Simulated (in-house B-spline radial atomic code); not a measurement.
RPA and G0W0 for Ca II (Ca+), [Ar] 4s1, highest spin, as one setting changes: the highest l of the empty states. Start: r2SCAN. A dash marks a level of low quasi-particle weight. Computed with an all-electron radial atomic-structure program (B-spline basis): all electrons, scalar-relativistic (spin-free one-electron X2C), finite nucleus, each spin shell either full or empty, empty states to the listed l with an (l + 1/2)⁻⁴ tail; G0W0 by contour deformation at full frequency.

RPA overbinds a lone outer s electron by self-correlation, and G0W0 tends to as well.

```csv
highest l of the empty states,RPA summed (Eh),RPA extrapolated (Eh),G0W0 level (eV)
3,-1.0348,-1.1724,4s up -12.383
4,?,?,?
5,-1.144,-1.1869,4s up -12.374
6,-1.1584,-1.1833,4s up -12.373
7,-1.1661,-1.1817,4s up -12.373
8,-1.1705,-1.181,4s up -12.373
9,?,?,?
10,-1.1749,-1.1802,4s up -12.372
11,-1.1761,-1.18,4s up -12.372
```

Problem. What belongs in the row for 4?

Solution. RPA summed (Eh): -1.1131; RPA extrapolated (Eh): -1.197; G0W0 level (eV): 4s up -12.376.

Problem. What belongs in the row for 9?

Solution. RPA summed (Eh): -1.1732; RPA extrapolated (Eh): -1.1805; G0W0 level (eV): 4s up -12.372.
